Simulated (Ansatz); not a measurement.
Ansatz (an electronic-structure program) job for BrHOPb, SMILES [Br][Pb][OH] (connectivity only; charge and spin as stated), neutral, multiplicity 1, B3LYP-D3(BJ)/def2-TZVP. 

Ansatz 0.2 input:
```yaml
crystal:
  periodic: [false, false, false]
  atoms:
    - {symbol: Pb, position_ang: [0.25267009, 0.65953262, -0.00000000]}
    - {symbol: Br, position_ang: [-0.11157608, -1.86075117, 0.00000000]}
    - {symbol: O, position_ang: [-1.82540719, 1.13051283, -0.00000000]}
    - {symbol: H, position_ang: [-2.21052682, 2.00051305, 0.00000000]}
basis:
  gaussian:
    orbitals: def2-TZVP
hamiltonian:
  xc: b3lyp
  dispersion: d3bj
relax: {f_tol: 0.002, max_steps: 200}
```

Program output:

```
WARN ansatz: RAYON_NUM_THREADS=1 ignored (pool sized by the plan → 1); use --threads N
Functional definition: B3LYP
integrals: 0.06 GiB planned
1038 factors; their error is unknown
mean field: 0.55 GiB planned
mean field evaluation 1: about -77354.9757 eV, gradient 6.8e1 eV
mean field evaluation 2: about -77225.4735 eV, gradient 2.0e2 eV
mean field evaluation 4: about -77362.6522 eV, gradient 2.0e1 eV
mean field evaluation 8: about -77363.4682 eV, gradient 2.1e-1 eV
mean field evaluation 16: about -77363.8482 eV, gradient 5.0e-4 eV
mean field -77363.84822708 eV, -2843.0689832455 hartree, gradient 4.8e-5 eV, S^2 0.000000; 0 other end points of the search recorded, 0 dependent functions left out
the calculation of the forces begins
reference -77363.84845069 eV, -2843.0689914631 hartree; 33, 33 occupied and 102, 102 virtual orbitals, 1038 factors
relax step   1: F+E_penalty+E_count = -77364.01539425 eV  Δ(F+E_penalty+E_count) = +0.000e0 eV  max|allowed force component| = 1.155e0 eV/Å  Δτ_max = 0.0000 Å  (33 SCF iters, accepted)
these checks for a lower state are left out or cut short: starts, cluster_reference, orbital_swaps, neighbouring_geometries, increment
integrals: 0.06 GiB planned
1038 factors; their error is unknown
mean field: 0.55 GiB planned
mean field -77363.92046077 eV, -2843.0716377847 hartree, gradient 2.6e-5 eV, S^2 0.000000; 0 other end points of the search recorded, 0 dependent functions left out
the calculation of the forces begins
reference -77363.92068450 eV, -2843.0716460063 hartree; 33, 33 occupied and 102, 102 virtual orbitals, 1038 factors
relax step   2: F+E_penalty+E_count = -77364.08705541 eV  Δ(F+E_penalty+E_count) = -7.166e-2 eV  max|allowed force component| = 3.400e-1 eV/Å  Δτ_max = 0.0873 Å  (34 SCF iters, accepted)
these checks for a lower state are left out or cut short: starts, cluster_reference, orbital_swaps, neighbouring_geometries, increment
integrals: 0.06 GiB planned
1038 factors; their error is unknown
mean field: 0.55 GiB planned
mean field evaluation 32: about -77363.9319 eV, gradient 1.2e-4 eV
mean field -77363.93193157 eV, -2843.0720593286 hartree, gradient 1.1e-5 eV, S^2 0.000000; 0 other end points of the search recorded, 0 dependent functions left out
the calculation of the forces begins
reference -77363.93215474 eV, -2843.0720675302 hartree; 33, 33 occupied and 102, 102 virtual orbitals, 1038 factors
relax step   3: F+E_penalty+E_count = -77364.09796850 eV  Δ(F+E_penalty+E_count) = -1.091e-2 eV  max|allowed force component| = 1.652e-1 eV/Å  Δτ_max = 0.0421 Å  (34 SCF iters, accepted)
these checks for a lower state are left out or cut short: starts, cluster_reference, orbital_swaps, neighbouring_geometries, increment
integrals: 0.06 GiB planned
1038 factors; their error is unknown
mean field: 0.55 GiB planned
mean field -77363.93351607 eV, -2843.0721175580 hartree, gradient 7.7e-6 eV, S^2 0.000000; 0 other end points of the search recorded, 0 dependent functions left out
the calculation of the forces begins
reference -77363.93373893 eV, -2843.0721257478 hartree; 33, 33 occupied and 102, 102 virtual orbitals, 1038 factors
relax step   4: F+E_penalty+E_count = -77364.09996464 eV  Δ(F+E_penalty+E_count) = -1.996e-3 eV  max|allowed force component| = 4.012e-2 eV/Å  Δτ_max = 0.0149 Å  (35 SCF iters, accepted)
these checks for a lower state are left out or cut short: starts, cluster_reference, orbital_swaps, neighbouring_geometries, increment
integrals: 0.06 GiB planned
1038 factors; their error is unknown
mean field: 0.55 GiB planned
mean field -77363.93351846 eV, -2843.0721176460 hartree, gradient 2.7e-5 eV, S^2 0.000000; 0 other end points of the search recorded, 0 dependent functions left out
the calculation of the forces begins
reference -77363.93374131 eV, -2843.0721258355 hartree; 33, 33 occupied and 102, 102 virtual orbitals, 1038 factors
relax step   5: F+E_penalty+E_count = -77364.09999816 eV  Δ(F+E_penalty+E_count) = -3.352e-5 eV  max|allowed force component| = 9.119e-3 eV/Å  Δτ_max = 0.0018 Å  (36 SCF iters, accepted)
these checks for a lower state are left out or cut short: starts, cluster_reference, orbital_swaps, neighbouring_geometries, increment
integrals: 0.06 GiB planned
1038 factors; their error is unknown
mean field: 0.55 GiB planned
mean field -77363.93352646 eV, -2843.0721179399 hartree, gradient 2.7e-5 eV, S^2 0.000000; 0 other end points of the search recorded, 0 dependent functions left out
the calculation of the forces begins
reference -77363.93374931 eV, -2843.0721261296 hartree; 33, 33 occupied and 102, 102 virtual orbitals, 1038 factors
relax step   6: F+E_penalty+E_count = -77364.09999913 eV  Δ(F+E_penalty+E_count) = -9.704e-7 eV  max|allowed force component| = 6.232e-4 eV/Å  Δτ_max = 0.0002 Å  (35 SCF iters, accepted)
integrals: 0.06 GiB planned
1038 factors; their error is unknown
mean field: 0.55 GiB planned
mean field evaluation 64: about -77363.9335 eV, gradient 9.3e-5 eV
mean field -77363.93352646 eV, -2843.0721179399 hartree, gradient 2.7e-5 eV, S^2 0.000000; 1 other end points of the search recorded, 0 dependent functions left out
the calculation of the forces begins
reference -77363.93374931 eV, -2843.0721261296 hartree; 33, 33 occupied and 102, 102 virtual orbitals, 1038 factors
Total energy: -77364.10022199 eV, -2843.0782438874 hartree
Atom 0 at     0.178143     0.709397    -0.000000 Å, force    -0.000623    -0.000218    -0.000000 eV/Å
Atom 1 at    -0.074875    -1.912289     0.000000 Å, force     0.000066     0.000304    -0.000000 eV/Å
Atom 2 at    -1.886752     1.097091    -0.000000 Å, force     0.000431     0.000195     0.000000 eV/Å
Atom 3 at    -2.111356     2.035608     0.000000 Å, force     0.000127    -0.000281     0.000000 eV/Å
Dipole moment:     0.514233     0.970984    -0.000000 e Å
```

Self-consistency was reached.

Cost: very roughly 40 core-seconds.
